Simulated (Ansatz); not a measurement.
Steps of a relaxation of CH5AlBN (`[BH2][Al]1[CH2][NH]1`) with RKS PBE0-D4/def2-TZVP.

```sh
$ ansatz run in.yaml --threads 2 --pin off --events-out ev --progress --plain --max-ram 4352MiB
```

```yaml
crystal:
  periodic: [false, false, false]
  atoms:
    - {symbol: B, position_ang: [-0.947880, 1.761384, -1.297194]}
    - {symbol: Al, position_ang: [-0.252108, 0.143805, -0.209844]}
    - {symbol: C, position_ang: [0.704753, -1.491539, 0.435602]}
    - {symbol: N, position_ang: [0.205163, -0.509496, 1.397969]}
    - {symbol: H, position_ang: [-0.184465, 2.403454, -1.996365]}
    - {symbol: H, position_ang: [-2.128062, 2.056762, -1.333431]}
    - {symbol: H, position_ang: [0.159107, -2.457976, 0.386128]}
    - {symbol: H, position_ang: [1.803481, -1.632216, 0.341691]}
    - {symbol: H, position_ang: [0.728610, -0.320578, 2.258445]}
basis:
  gaussian: {orbitals: def2-TZVP}
hamiltonian: {xc: pbe0, dispersion: d4}
relax: {f_tol: 0.005, max_steps: 150}
```

Positions (Å) and forces (eV/Å) along the path, 16 of 21 steps:

```xyz
9
step=1 energy=-9873.4514 eV
B    -0.948    1.761   -1.297   -0.232    0.417   -0.351
Al   -0.252    0.144   -0.210    0.618   -0.782    0.828
C     0.705   -1.492    0.436   -0.045   -0.204   -0.439
N     0.205   -0.509    1.398    0.133    0.415    0.078
H    -0.184    2.403   -1.996   -0.323   -0.221    0.295
H    -2.128    2.057   -1.333    0.477   -0.086   -0.011
H     0.159   -2.458    0.386    0.342    0.502    0.167
H     1.803   -1.632    0.342   -0.613    0.134    0.045
H     0.729   -0.321    2.258   -0.357   -0.175   -0.612
9
step=3 energy=-9873.5261 eV
B    -0.939    1.747   -1.293    0.022   -0.066   -0.023
Al   -0.217    0.116   -0.203   -0.045    0.055    0.001
C     0.679   -1.486    0.416    0.013   -0.150   -0.171
N     0.202   -0.492    1.389   -0.055    0.210    0.041
H    -0.193    2.417   -1.942    0.035    0.051   -0.014
H    -2.098    2.023   -1.351   -0.062    0.015    0.010
H     0.170   -2.451    0.435   -0.005   -0.046    0.046
H     1.757   -1.603    0.304    0.077   -0.007    0.009
H     0.727   -0.318    2.229    0.020   -0.063    0.101
9
step=5 energy=-9873.5212 eV rejected
B    -0.953    1.774   -1.317    0.127   -0.321    0.077
Al   -0.173    0.108   -0.237   -0.071    0.289    0.011
C     0.680   -1.505    0.424    0.007    0.080   -0.162
N     0.291   -0.415    1.359   -0.244   -0.236   -0.814
H    -0.225    2.524   -1.895    0.017    0.025    0.005
H    -2.127    1.973   -1.416   -0.033    0.019    0.029
H     0.136   -2.447    0.515   -0.002    0.021    0.077
H     1.754   -1.672    0.292   -0.047   -0.008    0.005
H     0.705   -0.387    2.257    0.247    0.130    0.773
9
step=6 energy=-9873.5364 eV
B    -0.944    1.757   -1.310    0.017   -0.066    0.003
Al   -0.193    0.123   -0.217   -0.013    0.039    0.042
C     0.677   -1.495    0.408   -0.018    0.023    0.010
N     0.246   -0.449    1.373    0.035   -0.040   -0.166
H    -0.207    2.474   -1.922   -0.011    0.003    0.001
H    -2.114    1.994   -1.382    0.012    0.006    0.004
H     0.155   -2.451    0.486    0.007    0.017   -0.011
H     1.756   -1.637    0.291   -0.028    0.000   -0.005
H     0.714   -0.363    2.256    0.001    0.018    0.121
9
step=7 energy=-9873.5410 eV
B    -0.943    1.753   -1.318   -0.006    0.002    0.019
Al   -0.157    0.151   -0.203   -0.005    0.039   -0.009
C     0.685   -1.488    0.404    0.006    0.010   -0.033
N     0.324   -0.415    1.362    0.007    0.060    0.143
H    -0.229    2.487   -1.935    0.000   -0.002   -0.008
H    -2.119    1.962   -1.389   -0.001   -0.007   -0.013
H     0.127   -2.422    0.495    0.001   -0.016    0.030
H     1.751   -1.668    0.249    0.012   -0.017    0.032
H     0.648   -0.406    2.318   -0.015   -0.069   -0.161
9
step=9 energy=-9873.5432 eV
B    -0.944    1.758   -1.320   -0.008   -0.003    0.004
Al   -0.136    0.175   -0.193    0.011    0.012    0.007
C     0.678   -1.483    0.400    0.025    0.005    0.015
N     0.356   -0.400    1.364   -0.032    0.005   -0.003
H    -0.243    2.517   -1.924    0.002   -0.002    0.000
H    -2.124    1.921   -1.423    0.002    0.000   -0.005
H     0.104   -2.407    0.506    0.000    0.006    0.008
H     1.741   -1.689    0.251    0.000   -0.019   -0.025
H     0.656   -0.438    2.322    0.001   -0.004   -0.001
9
step=11 energy=-9873.5429 eV rejected
B    -0.943    1.763   -1.316   -0.018   -0.029   -0.048
Al   -0.125    0.189   -0.184   -0.003    0.016   -0.016
C     0.678   -1.479    0.398   -0.008   -0.011    0.005
N     0.373   -0.394    1.366    0.057   -0.031    0.174
H    -0.249    2.523   -1.925    0.000    0.011    0.021
H    -2.126    1.902   -1.438    0.016    0.009    0.015
H     0.094   -2.396    0.510    0.005    0.012   -0.008
H     1.737   -1.700    0.238   -0.009    0.006   -0.001
H     0.649   -0.454    2.334   -0.040    0.018   -0.143
9
step=12 energy=-9873.5434 eV
B    -0.944    1.758   -1.320   -0.003    0.004    0.006
Al   -0.133    0.182   -0.187    0.005   -0.004   -0.002
C     0.677   -1.482    0.400    0.002    0.002   -0.001
N     0.360   -0.400    1.367   -0.007    0.005   -0.003
H    -0.244    2.520   -1.920    0.000   -0.002    0.000
H    -2.125    1.913   -1.432    0.001   -0.002   -0.004
H     0.100   -2.403    0.507   -0.001    0.004    0.002
H     1.738   -1.692    0.243    0.001   -0.004   -0.005
H     0.659   -0.442    2.326    0.002   -0.002    0.006
9
step=14 energy=-9873.5434 eV
B    -0.944    1.758   -1.320   -0.015    0.012    0.000
Al   -0.127    0.188   -0.184    0.013   -0.017    0.013
C     0.675   -1.480    0.399   -0.005    0.009    0.018
N     0.377   -0.392    1.367    0.008   -0.010    0.000
H    -0.248    2.533   -1.907    0.000    0.000   -0.001
H    -2.126    1.894   -1.451    0.008   -0.002   -0.002
H     0.090   -2.396    0.515    0.000    0.003   -0.002
H     1.733   -1.702    0.233   -0.003    0.003   -0.001
H     0.657   -0.449    2.331   -0.007    0.002   -0.026
9
step=15 energy=-9873.5434 eV rejected
B    -0.945    1.760   -1.318   -0.002   -0.015   -0.012
Al   -0.128    0.188   -0.181   -0.001    0.007   -0.001
C     0.675   -1.480    0.400    0.001   -0.003    0.006
N     0.374   -0.395    1.369   -0.011    0.009   -0.027
H    -0.247    2.531   -1.909    0.000    0.003    0.008
H    -2.126    1.895   -1.453    0.005    0.002    0.008
H     0.091   -2.397    0.512    0.001    0.003    0.001
H     1.733   -1.700    0.234    0.000   -0.001   -0.002
H     0.661   -0.448    2.330    0.006   -0.005    0.020
9
step=16 energy=-9873.5435 eV
B    -0.945    1.758   -1.320   -0.006    0.003   -0.002
Al   -0.126    0.188   -0.184    0.003   -0.006    0.003
C     0.675   -1.481    0.399   -0.003    0.006    0.009
N     0.377   -0.393    1.367    0.003   -0.005   -0.006
H    -0.248    2.534   -1.905    0.000    0.001    0.001
H    -2.126    1.893   -1.453    0.005   -0.001    0.001
H     0.090   -2.396    0.515    0.001    0.002    0.000
H     1.733   -1.702    0.233   -0.002    0.001    0.000
H     0.658   -0.448    2.330   -0.002   -0.001   -0.005
9
step=17 energy=-9873.5435 eV
B    -0.945    1.758   -1.320   -0.003    0.001   -0.003
Al   -0.124    0.189   -0.184   -0.001   -0.001   -0.002
C     0.674   -1.481    0.400   -0.003    0.004    0.006
N     0.382   -0.390    1.366    0.004   -0.005   -0.004
H    -0.249    2.540   -1.900   -0.001    0.000    0.002
H    -2.126    1.887   -1.459    0.005   -0.001    0.002
H     0.087   -2.395    0.518    0.002    0.001    0.000
H     1.731   -1.706    0.231   -0.002    0.000    0.001
H     0.659   -0.448    2.330   -0.001    0.000    0.000
9
step=18 energy=-9873.5435 eV
B    -0.945    1.758   -1.320   -0.001    0.005   -0.004
Al   -0.119    0.190   -0.185   -0.005    0.005   -0.010
C     0.673   -1.482    0.400   -0.002    0.002    0.001
N     0.394   -0.385    1.363    0.009   -0.008    0.005
H    -0.252    2.553   -1.886   -0.007   -0.006    0.004
H    -2.126    1.873   -1.471    0.009    0.000    0.002
H     0.080   -2.391    0.526    0.004    0.001    0.000
H     1.727   -1.714    0.226   -0.005    0.001    0.002
H     0.658   -0.449    2.331   -0.003    0.002    0.000
9
step=19 energy=-9873.5435 eV
B    -0.945    1.758   -1.320    0.001    0.010   -0.002
Al   -0.118    0.189   -0.188   -0.001   -0.001   -0.004
C     0.673   -1.483    0.401    0.000    0.004    0.001
N     0.394   -0.384    1.362    0.006   -0.006    0.000
H    -0.253    2.556   -1.884   -0.006   -0.007    0.002
H    -2.126    1.873   -1.470    0.003    0.000   -0.001
H     0.080   -2.392    0.527    0.001   -0.001   -0.001
H     1.727   -1.715    0.227   -0.003    0.000    0.000
H     0.657   -0.447    2.329   -0.002    0.001    0.004
9
step=20 energy=-9873.5434 eV rejected
B    -0.945    1.758   -1.320   -0.005   -0.003    0.000
Al   -0.118    0.189   -0.187    0.012    0.005    0.004
C     0.674   -1.482    0.400    0.011    0.000    0.014
N     0.403   -0.382    1.361   -0.029    0.017   -0.016
H    -0.253    2.552   -1.888    0.000    0.001    0.002
H    -2.126    1.875   -1.467    0.000    0.001   -0.002
H     0.081   -2.391    0.528   -0.003    0.003    0.007
H     1.727   -1.716    0.223    0.002   -0.006   -0.007
H     0.646   -0.449    2.333    0.011   -0.017   -0.002
9
step=21 energy=-9873.5435 eV
B    -0.945    1.759   -1.320    0.001   -0.001    0.001
Al   -0.117    0.190   -0.188   -0.001    0.002   -0.001
C     0.673   -1.482    0.400    0.002   -0.005   -0.001
N     0.398   -0.383    1.361    0.001    0.002    0.004
H    -0.254    2.556   -1.884    0.000    0.000    0.000
H    -2.126    1.872   -1.471    0.000   -0.001    0.000
H     0.079   -2.391    0.528   -0.003    0.000    0.000
H     1.726   -1.717    0.225    0.002    0.002   -0.001
H     0.654   -0.449    2.331   -0.001    0.000   -0.002
```

Hardware: 2 threads of an Arm Neoverse V1 on a shared host. Wall time 74 s, peak host memory 0.31 GiB.
